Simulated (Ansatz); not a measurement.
Relaxation of FGeHS (4 atoms, charge 0, multiplicity 1), to a largest force component of 0.015 eV/Å in at most 40 steps.

Computed with RKS PBE0-D4/def2-TZVP (Ansatz).

```xyz
4
Properties=species:S:1:pos:R:3
F -1.997 0.478 0.746
Ge -0.388 -0.025 0.899
S 0.560 -0.031 -1.108
H 1.882 -0.482 -0.557
```

Q: Where does it end, and by what steps?

A: It converged. After 5 steps the energy has fallen by 0.455 eV; F1 moved furthest, 0.19 Å.

```csv
step,energy less start (eV),largest force component (eV/Å),accepted
0,0.0000,2.592,yes
1,-0.4134,0.968,yes
2,-0.4476,0.453,yes
3,-0.4544,0.031,yes
4,-0.4547,0.030,yes
5,-0.4547,0.005,yes
```

```xyz
4
Properties=species:S:1:pos:R:3
F -1.911 0.471 0.573
Ge -0.305 -0.063 1.042
S 0.532 -0.027 -1.030
H 1.739 -0.441 -0.605
```

Whether the end is a true minimum wasn't checked by a vibrational analysis.

Time of the run: 11 s on 2 threads of Intel(R) Xeon(R) Platinum 8375C CPU @ 2.90GHz (Ice Lake), on a shared host, peak memory 0.25 GiB.
